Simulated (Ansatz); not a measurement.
Task: Name a neutral molecule of C, O, S, Si and H with LUMO energy (PBE/def2-TZVPP) between -1.30 and -1.00 eV and HOMO–LUMO gap (ωB97M-V/def2-TZVPP) between 10.60 and 10.90 eV (Ansatz, PBE0-D4/def2-TZVP geometry).

Result: `OC1[SiH2]S1` (-1.27 eV, 10.62 eV); `O[SiH]1C=C1S` (-1.27 eV, 10.85 eV); `SC1OC[SiH2]1` (-1.19 eV, 10.67 eV). Other molecules can fit too; these were computed, each in one conformer that needn't be the lowest.
